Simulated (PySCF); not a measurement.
# Ce (cerium, neutral) across methods

[Xe] 4f1 5d1 6s2, one real determinant. All numbers are calculated (PySCF 2.14, the spin-free X2C one-electron Hamiltonian (Gaussian nucleus), in cc-pVDZ-X2C (8s7p5d3f1g, 84 functions)).

| method | E (hartree) | mean ε 6s α (eV) | mean ε 5d α (eV) | mean ε 6s β (eV) | Σ⟨r²⟩ (bohr²) | ⟨S²⟩ |
| --- | --- | --- | --- | --- | --- | --- |
| PBE | -8859.25 | -3.852 | -3.597 | -3.556 | 92.51 | 2.003 |
| PBE0 | -8859.29 | -4.271 | -4.602 | -4.055 | 92.97 | 2.003 |
| UHF | -8856.30833 | -5.133 | -6.907 | -4.766 | 97.85 | 2.009 |

Question: Estimate the same row for LDA.

Answer: E (hartree) = -8852.27; mean ε 6s α (eV) = -3.983; mean ε 5d α (eV) = -3.570; mean ε 6s β (eV) = -3.708; Σ⟨r²⟩ (bohr²) = 91.79; ⟨S²⟩ = 2.001.

⟨L²⟩ = 18.37 against 30 for a pure H term, so this real determinant mixes terms. Spin-orbit coupling, absent here, splits the open shell strongly.
